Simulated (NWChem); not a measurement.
Species: MoSF4; SMILES [F][Mo]([F])([F])([F])=[S]

Not confirmed as a minimum by frequencies. def2 effective core potentials on Mo; no spin-orbit coupling.

Give the equilibrium geometry at PBE0/def2-SVP with def2 effective core potentials on Mo (NWChem) as a list of bonds and angles, with the point group.

point group C3v; any orientation.
Bonds (Å): Mo1–S2 2.116, Mo1–F3 1.895, Mo1–F4 1.813, Mo1–F5 1.813, Mo1–F6 1.813. Bond angles (°): S2–Mo1–F3 180.0, S2–Mo1–F4 95.2, S2–Mo1–F5 95.2, S2–Mo1–F6 95.2, F3–Mo1–F4 84.8, F3–Mo1–F5 84.8, F3–Mo1–F6 84.8, F4–Mo1–F5 119.2, F4–Mo1–F6 119.2, F5–Mo1–F6 119.2.
